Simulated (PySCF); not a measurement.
## `N#C[C@@H]1CO[C@H](F)O1`, C4H4FNO2

Geometry:
```csv
atom,x (Å),y (Å),z (Å)
N1,1.767,-0.774,2.214
C2,1.323,-0.668,1.168
C3,0.751,-0.516,-0.161
C4,0.394,0.967,-0.460
O5,-0.976,0.906,-0.825
C6,-1.469,-0.225,-0.247
F7,-1.808,0.042,1.070
O8,-0.503,-1.188,-0.277
H9,1.432,-0.956,-0.899
H10,0.526,1.592,0.430
H11,0.950,1.384,-1.300
H12,-2.386,-0.566,-0.738
```

Method used: PySCF 2.14.0, TDDFT CAM-B3LYP/def2-SVPD circular dichroism and optical rotation, one conformer, gas phase. Geometry: GFN2-xTB.

(1) Draw the ECD and absorption spectra from the lowest 16 states, each a Gaussian of half-width 0.3 eV at 1/e height.

Answers

(1) 
```tsv
E (eV)	λ (nm)	Δε (L mol⁻¹ cm⁻¹)	ε (L mol⁻¹ cm⁻¹)
6.90	180	-0.20	8.04
7.05	176	-0.83	33.4
7.20	172	-2.05	85.7
7.35	169	-2.90	146
7.50	165	-1.85	201
7.65	162	+0.92	305
7.80	159	+3.20	479
7.95	156	+3.35	608
8.10	153	+1.75	573
8.25	150	-0.71	419
8.40	148	-3.50	274
8.55	145	-5.92	221
8.70	142	-7.31	345
8.85	140	-8.04	828
9.00	138	-10.38	1810
9.15	135	-18.68	3070
9.30	133	-33.61	4180
9.45	131	-43.55	4890
9.60	129	-38.36	5230
9.75	127	-24.11	5050
```
Δε uses R in velocity form, ε uses f in length form. Only the states computed contribute, so the short-wavelength end is incomplete.
